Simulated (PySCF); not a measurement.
CH8N2OSi2, SMILES N[Si@]1(O)CN[SiH2]1.

The structure is a stationary point at PBE-D3(BJ)/def2-SVP. The structure was generated by enumeration; whether it is a known compound was not checked. Other conformers were not sampled.

The numbers are results of PBE-D3(BJ)/def2-SVP in PySCF 2.14.0, not measurements.

Frequencies are harmonic and unscaled.

Computed normal modes with their intensities:
| mode | ν (cm⁻¹) | IR (km/mol) | moving atoms (share of kinetic energy) |
|---|---|---|---|
| 1 | 23 | 1.1 | H 71 %, N 9 %, O 8 % |
| 2 | 70 | 0.1 | N 53 %, H 24 %, O 9 % |
| 3 | 141 | 2.0 | H 37 %, N 30 %, Si 23 %, O 9 % |
| 4 | 223 | 8.1 | Si 27 %, H 26 %, O 25 %, N 18 % |
| 5 | 231 | 1.9 | H 49 %, O 21 %, Si 15 %, C 12 % |
| 6 | 261 | 34.4 | H 48 %, N 23 %, O 12 %, Si 9 %, C 9 % |
| 7 | 311 | 99.7 | H 73 %, O 19 % |
| 8 | 389 | 46.5 | H 80 % |
| 9 | 400 | 125.0 | H 38 %, Si 23 %, N 22 %, C 11 % |
| 10 | 433 | 22.0 | Si 70 %, H 18 % |
| 11 | 441 | 7.7 | H 80 %, Si 12 % |
| 12 | 450 | 89.6 | H 40 %, N 34 %, Si 14 %, O 8 % |
| 13 | 631 | 31.2 | H 66 %, C 16 %, Si 10 % |
| 14 | 643 | 56.0 | H 43 %, C 33 %, Si 13 % |
| 15 | 721 | 77.8 | H 67 %, N 14 %, Si 12 % |
| 16 | 742 | 12.6 | H 77 %, C 18 % |
| 17 | 781 | 28.6 | H 53 %, N 26 %, Si 16 % |
| 18 | 789 | 150.8 | H 59 %, N 24 %, Si 10 % |
| 19 | 826 | 165.4 | Si 31 %, H 26 %, N 21 %, O 17 % |
| 20 | 842 | 117.6 | H 44 %, Si 27 %, O 21 %, N 8 % |
| 21 | 903 | 80.9 | Si 41 %, H 29 %, N 18 %, O 9 % |
| 22 | 968 | 142.2 | H 92 % |
| 23 | 1048 | 23.6 | H 34 %, C 33 %, N 32 % |
| 24 | 1116 | 15.7 | H 67 %, C 23 %, N 9 % |
| 25 | 1133 | 0.5 | H 89 % |
| 26 | 1284 | 23.0 | H 64 %, N 22 %, C 13 % |
| 27 | 1427 | 5.7 | H 92 % |
| 28 | 1491 | 32.1 | H 90 %, N 10 % |
| 29 | 2083 | 186.1 | H 96 % |
| 30 | 2100 | 171.1 | H 97 % |
| 31 | 2900 | 86.3 | H 95 % |
| 32 | 2949 | 40.1 | H 91 %, C 9 % |
| 33 | 3470 | 15.7 | H 96 % |
| 34 | 3506 | 7.0 | H 93 % |
| 35 | 3567 | 22.8 | H 92 %, N 8 % |
| 36 | 3742 | 46.2 | H 94 % |
